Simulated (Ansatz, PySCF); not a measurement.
Pulling on the Ga1–H2 bond in GaH3O (SMILES [OH][GaH2]) (multiplicity 1 held, fragments rigid). Energies count from the point at 1.556 Å.
Geometry at that point (charge 0, multiplicity 1):
```xyz
5

Ga    -0.225    -0.284     0.026
H      0.060    -1.297     1.172
H     -1.359    -0.309    -1.053
O      0.938     1.087    -0.024
H      0.776     1.723    -0.728
```

R- and RO- levels are restricted; in cc, def2 and unpolarised 6-31G sets they are followed outwards from rest. Unrestricted levels (U-) break spin symmetry where that is lower. Active spaces are followed from a long bond inwards. Levels need not reach the same state.

Correlated levels freeze the cores. Filled d and f shells under p-block atoms count as core. Rows in 3-21G carry no dispersion term and start afresh at each structure; the Pople sets are all-electron and without relativity.

The values were computed with Ansatz (Gaussian orbitals); PySCF for 3-21G rows. 

Energies in kcal/mol.

| R (Å) | R-HF/3-21G | U-B3LYP/cc-pVTZ | U-MP2/cc-pVTZ | R-CCSD(T)/cc-pVTZ | CASSCF(2,2)/cc-pVTZ | FIC-MRCISD+Q on CASSCF(2,2)/cc-pVTZ |
|---|---|---|---|---|---|---|
| 1.245 | 26.1 | 26.2 | 29.0 | 29.6 | 30.7 | 29.4 |
| 1.401 | 5.5 | 5.1 | 6.1 | 6.4 | 7.0 | 6.3 |
| 1.556 | 0.0 | 0.0 | 0.0 | 0.0 | 0.0 | 0.0 |
| 1.712 | 2.9 | 3.4 | 3.1 | 2.6 | 1.8 | 2.7 |
| 1.867 | 10.7 | 11.1 | 10.9 | 9.8 | 8.2 | 10.0 |
| 2.101 | 26.9 | 25.8 | 26.4 | 24.0 | 21.1 | 24.3 |
| 2.334 | 44.8 | 41.0 | 47.5 | 38.8 | 34.4 | 39.0 |
| 2.723 | 73.3 | 63.2 | 69.4 | 59.3 | 52.8 | 59.4 |
| 3.112 | 97.9 | 75.0 | 76.8 | 72.4 | 64.5 | 72.7 |
| 3.579 | 122.1 | 80.8 | 79.7 | 79.0 | 71.4 | 80.4 |
| 4.202 | 146.3 | 83.1 | 80.6 | 79.1 | 74.3 | 83.7 |
| 4.980 | 166.2 | 83.7 | 80.8 | 76.4 | 74.9 | 84.5 |

Doubts at one or more of the structures used: a restricted determinant that unrestricted orbitals would lower (R-HF/3-21G, R-CCSD(T)/cc-pVTZ); a spin-contaminated determinant (U-B3LYP/cc-pVTZ, U-MP2/cc-pVTZ); other coupled-cluster roots lie near (R-CCSD(T)/cc-pVTZ); T1 above 0.05 (R-CCSD(T)/cc-pVTZ).

Ansatz is an electronic-structure program.
